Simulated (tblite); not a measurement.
Species: C4H13NSSi2.
Atom-mapped SMILES: `[H]/[N:1]=[C:2](\[CH2:3][SiH3:4])[CH2:5][CH2:6][S:7][SiH3:8]` (hydrogens: H9 on N1; H10, H11 on C3; H12, H13, H14 on Si4; H15, H16 on C5; H17, H18 on C6; H19, H20, H21 on Si8)

Computed geometry: GFN2-xTB, gas phase.

(1) What internal coordinates does the optimisation give?

Results:

(1) 
```json
{"bond": "N1=C2", "length (Å)": "1.261", "order": "double"}
{"bond": "C2–C3", "length (Å)": "1.493", "order": "single"}
{"bond": "C3–Si4", "length (Å)": "1.913", "order": "single"}
{"bond": "C2–C5", "length (Å)": "1.502", "order": "single"}
{"bond": "C5–C6", "length (Å)": "1.517", "order": "single"}
{"bond": "C6–S7", "length (Å)": "1.833", "order": "single"}
{"bond": "S7–Si8", "length (Å)": "2.137", "order": "single"}
{"bond": "N1–H9", "length (Å)": "1.018", "order": "single"}
{"bond": "C3–H10, C3–H11", "length (Å)": "1.091", "order": "single"}
{"bond": "Si4–H12, Si4–H13, Si4–H14", "length (Å)": "1.463", "order": "single"}
{"bond": "C5–H15, C5–H16", "length (Å)": "1.093", "order": "single"}
{"bond": "C6–H17, C6–H18", "length (Å)": "1.088", "order": "single"}
{"bond": "Si8–H19, Si8–H20, Si8–H21", "length (Å)": "1.456", "order": "single"}
```

Bonds in one row agree within 0.01 Å and their mean is given. Orders are formal, as drawn. A selection of angles:
```json
{"angle": "N1–C2–C3", "degrees": "125.8"}
{"angle": "N1–C2–C5", "degrees": "118.8"}
{"angle": "C3–C2–C5", "degrees": "115.4"}
{"angle": "C2–C3–Si4", "degrees": "110.4"}
{"angle": "C2–C5–C6", "degrees": "112.4"}
{"angle": "C5–C6–S7", "degrees": "109.9"}
{"angle": "C6–S7–Si8", "degrees": "99.8"}
{"angle": "H9–N1–C2", "degrees": "114.7"}
```

Torsions: N1–C2–C3–Si4 -90°; N1–C2–C5–C6 3° (synperiplanar); C2–C5–C6–S7 179° (antiperiplanar); C5–C6–S7–Si8 167° (antiperiplanar); H9–N1–C2–C3 -1° (synperiplanar). The mirror-image conformer, all signs reversed, is as good.

The C–C distances run from 1.493 Å (C2–C3, drawn single) to 1.517 Å (C5–C6, drawn single), a spread of 0.024 Å. Si8 (SiH3 silicon) is distorted tetrahedral (angles from 103.6° to 113.1°). Of the pairs four or more bonds apart, N1···H18 is among the closest relative to their van der Waals radii: 2.65 Å, 96 % of the sum of Bondi's values. Si4 (SiH3 silicon) is tetrahedral (angles from 107.6° to 110.4°).

Point group: C1 (no symmetry element, even within 0.4 Å). Its GFN2-xTB frequencies are all real (lowest 16 cm⁻¹). The numbers are those of one conformer. 3 starts were optimised and ended at 0.00, 0.02 and 0.34 kcal/mol (GFN2-xTB); the lowest of these is shown.
